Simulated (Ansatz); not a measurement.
One change: `C[O][Bi]([CH3])[O]C(C)(C)C` becomes `CC(C)(C)[O][Cu]`.

Ansatz, PBE0-D4/def2-TZVP geometries, multiplicity 1. Each molecule was computed in one conformer, which needn't be the lowest.

Elements past krypton have def2 core potentials. Scalar relativity is left out up to krypton.

```csv
property,`C[O][Bi]([CH3])[O]C(C)(C)C`
size of the dipole moment (ωB97M-V/def2-TZVPP) / D,2.61
LUMO energy (PBE/def2-TZVPP) / eV,-1.37
HOMO–LUMO gap (B3LYP/def2-TZVPP) / eV,5.77
HOMO–LUMO gap (PBE/def2-TZVPP) / eV,4.24
size of the dipole moment (B3LYP/def2-TZVPP) / D,2.57
LUMO energy (ωB97M-V/def2-TZVPP) / eV,0.97
```

Problem. What does the change do to each property? (An estimate is asked.)

Solution. The calculation gave: 
| property | `CC(C)(C)[O][Cu]` | shift |
| --- | --- | --- |
| size of the dipole moment (ωB97M-V/def2-TZVPP) / D | 3.94 | 1.33 |
| LUMO energy (PBE/def2-TZVPP) / eV | -3.44 | -2.07 |
| HOMO–LUMO gap (B3LYP/def2-TZVPP) / eV | 3.22 | -2.55 |
| HOMO–LUMO gap (PBE/def2-TZVPP) / eV | 1.45 | -2.79 |
| size of the dipole moment (B3LYP/def2-TZVPP) / D | 3.23 | 0.66 |
| LUMO energy (ωB97M-V/def2-TZVPP) / eV | -0.94 | -1.91 |

With PBE0 the HOMO rises by 0.57 eV and the LUMO falls by 1.87 eV, so the gap narrows by about 2.44 eV. PBE moves the HOMO by 0.72 eV and ωB97M-V by 0.37 eV. Dipoles are sizes alone; their direction can turn.

B3LYP here is the variant with VWN-RPA as its local correlation; programs differ in this.

Spin–orbit coupling is left out; it splits and shifts lone-pair levels of the heavy atoms by tenths of an eV.
